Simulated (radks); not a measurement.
All-electron atom: Cl in [Ne] 3s2 3p5.

Method: non-relativistic Kohn-Sham, r2SCAN, spin-polarised, spherical densities, point nucleus; open shells are filled with parallel spins first; meta-GGA in the generalised Kohn-Sham scheme; hard spherical wall at 15 bohr; computed with a radial shooting solver on a logarithmic mesh with Libxc functionals.

Energy parts (Ry):
total: -920.23744
kinetic: 919.13412
electron-nucleus: -2189.12912
Hartree: 406.04133
exchange-correlation: -56.28378

Orbitals (lengths in bohr, moments of r in powers of bohr; r(max) is where P^2 peaks):
1s up: occ. 1; eigenvalue (Ry) -202.4835; r(max) 0.05993
1s down: occ. 1; eigenvalue (Ry) -202.4665; r(max) 0.05993
2s up: occ. 1; eigenvalue (Ry) -18.83053; r(max) 0.3630
2s down: occ. 1; eigenvalue (Ry) -18.82219; r(max) 0.3632
2p up: occ. 3; eigenvalue (Ry) -14.31203; r(max) 0.3026
2p down: occ. 3; eigenvalue (Ry) -14.29388; r(max) 0.3028
3s up: occ. 1; eigenvalue (Ry) -1.61937; r(max) 1.288
3s down: occ. 1; eigenvalue (Ry) -1.52439; r(max) 1.291
3p up: occ. 3; eigenvalue (Ry) -0.69569; r(max) 1.429
3p down: occ. 2; eigenvalue (Ry) -0.61020; r(max) 1.439

The highest occupied level is 3p down at -8.302 eV. Spin moment in Bohr magnetons: 1. The electron density at the nucleus is 3221 e/bohr^3. The density falls to 0.001 e/bohr^3 at r = 3.88 bohr. Summed over all electrons, <r^2> = 27.55 bohr^2, which gives a Langevin (diamagnetic) susceptibility term of -21.8 x 10^-6 cm^3/mol. The spin density at the nucleus is 0.1250 e/bohr^3 (1s -0.1558, 2s 0.1588, 3s 0.1220), a Fermi contact field of 6.56 T. The pressure on the wall is 3.59e-08 GPa.
